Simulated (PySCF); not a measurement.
C4H4F2O2, SMILES CC1=COC(F)(F)O1. The structure is a stationary point at PBE0-D3(BJ)/def2-SVP. One conformer was computed; it need not be the lowest.

Computed with PBE0-D3(BJ)/def2-SVP in PySCF.

Harmonic wavenumbers (cm⁻¹): 81, 177, 245, 288, 391, 449, 574, 578, 627, 673, 755, 760, 913, 1001, 1014, 1051, 1110, 1174, 1260, 1300, 1324, 1352, 1418, 1435, 1461, 1803, 3061, 3144, 3189, 3331. Rotational constants (GHz): 4.310, 1.646, 1.512; symmetry number 1.

**Question.** Work out the zero-point energy and the ideal-gas rigid-rotor harmonic-oscillator thermochemistry at 298.15 K and 1 atm.

**Answer.** ZPE = ½ Σ hcν = ½ × 35943 cm⁻¹ = 51.38 kcal/mol. H − E(el) = 56.22 kcal/mol. Entropy in cal/(mol K): translation 40.31, rotation 27.80, vibration 14.14, total 82.25. G − E(el) = 31.70 kcal/mol. Cp = 26.49 cal/(mol K). Modes under 150 cm⁻¹ make the vibrational entropy uncertain.
